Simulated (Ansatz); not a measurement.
Saddle point of SiNH₈OF, singlet (SiH₄O ([OH][SiH3]) + NH₃ + HF → SiNH₅O ([NH2][SiH2][OH]) + HF + H₂; bonds formed: Si1–N7, H2–H8, H6–F9; bonds broken: Si1–H2, H6–N7, H8–F9), PBE0-D4/def2-TZVP structure:

```
12
angstrom
Si -0.3220 0.2954 0.7413
H -0.3694 -1.5667 0.5180
H 0.3089 -0.1588 2.0013
H -1.7747 0.1373 0.5224
O -0.1069 1.9650 0.7474
H 0.3622 -0.6292 -1.3793
N 0.7740 0.1653 -0.7535
H -0.4225 -1.7812 -0.4026
F -0.3259 -1.8458 -1.6295
H -0.6699 2.4689 1.3352
H 1.7127 -0.1202 -0.4895
H 0.8335 1.0700 -1.2111
```

Energies are electronic, without zero-point energy. Barriers and step energies count from the start structure reached by relaxing down the imaginary mode; all methods use the PBE0-D4 structures, on which another method's saddle can fall below an end. Computed with Ansatz 0.2.0 (basis: def2-TZVPP, with def2-QZVPP for the basis limit); correlated methods freeze the cores. B3LYP uses VWN-RPA correlation. Extrapolation: Hartree–Fock as exp(−7.88 √X), correlation as X^−2.97.

```tsv
method	barrier (kJ/mol)	step energy (kJ/mol)
SPW92	22.3	-33.2
PBE-D4	54.9	-47.7
BLYP-D4	63.2	-60.0
r2SCAN-D4	?	-52.2
B97M-V	84.4	-42.5
PBE0-D4	71.0	-48.5
B3LYP-D4	74.8	-59.3
r2SCAN0-D4	75.7	-52.2
BHLYP-D4	93.3	-59.4
CAM-B3LYP-D4	74.6	-59.0
wB97X-V	?	-54.2
wB97M-V	84.0	-52.5
B2PLYP	?	-60.8
PBE-QIDH	83.6	-52.5
RPA on PBE	94.5	-53.6
HF	139.7	-71.8
MP2	87.3	-59.6
CCSD	102.4	-55.2
CCSD(T)	94.0	-54.1
```

Problem. Fill in the withheld barriers. (To be estimated.)

Solution. Computed: B2PLYP 82.8; wB97X-V 82.9; r2SCAN-D4 63.1 kJ/mol. Each is the energy of the saddle less that of the start structure, by the same method.

For comparison, the barrier by CCSD(T) at an estimated basis limit (MP2 extrapolated from triple and quadruple zeta, plus CCSD(T) − MP2 in triple zeta) is 88.1 kJ/mol.

No T1 diagnostic of these runs exceeds 0.012.

Labels in which every atom is bracketed show which atoms are joined, not bond orders.

For scale, one of the runs: CCSD(T)/def2-TZVPP, 247 basis functions, launched by `ansatz run in.yaml --threads 4 --pin off --events-out ev --progress --plain --max-ram 9574MiB`. Hardware: 4 CPU threads of an Arm Neoverse V2, shared host. Wall time 2 min; peak host memory 5.2 GiB.
